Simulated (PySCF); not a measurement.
## ORD: `InChI=1S/C4HF5/c5-2-1-3(6)4(7,8)9/h2H`

Geometry (Å), atoms numbered from 1 in this order:
```xyz
10

F     2.971    0.543   -0.436
C     2.031    0.363    0.477
C     0.873   -0.189    0.223
C    -0.316   -0.687    0.013
F    -0.612   -1.976    0.120
C    -1.529    0.125   -0.382
F    -1.230    1.412   -0.484
F    -2.493   -0.016    0.526
F    -2.008   -0.295   -1.550
H     2.322    0.722    1.471
```

Level of theory: TDDFT CAM-B3LYP/aug-cc-pVDZ circular dichroism and optical rotation, one conformer, gas phase in PySCF 2.14.0. Geometry: PBE0-D3(BJ)/def2-SVP.

No stereocentre is labelled: unless the shape is locked (an allene, a helicene, a hindered biaryl), the mirror image is equally populated and a measured rotation or CD is zero.

What is the specific rotation at 633, 589.3, 546, 436, 405, 365, 355 nm?

[α] in deg dm⁻¹ (g/mL)⁻¹:
```csv
λ (nm),origin-invariant length gauge,modified velocity gauge,length gauge (centre of mass),isotropic polarisability (au)
633,-37.4,-33.3,-36.4,57.3
589.3,-44.4,-39.6,-43.3,57.5
546,-53.7,-47.9,-52.4,57.9
436,-98.9,-88.4,-96.8,59.2
405,-123.6,-110.6,-121.1,59.8
365,-174.4,-156.3,-171.2,60.9
355,-192.6,-172.8,-189.2,61.3
```

And for the mirror image at 589.3 nm?

+44.4 deg dm⁻¹ (g/mL)⁻¹ (origin-invariant length gauge): the same size and the opposite sign.

What is the molar rotation [Φ] = [α]·M/100 of the geometry above at 589.3 nm?

With M = 144.04 g/mol, -64.0 deg cm² dmol⁻¹ (origin-invariant length gauge).

The first excitation lies at 5.44 eV (228 nm) with R = -2.5 × 10⁻⁴⁰ esu² cm² (velocity form).
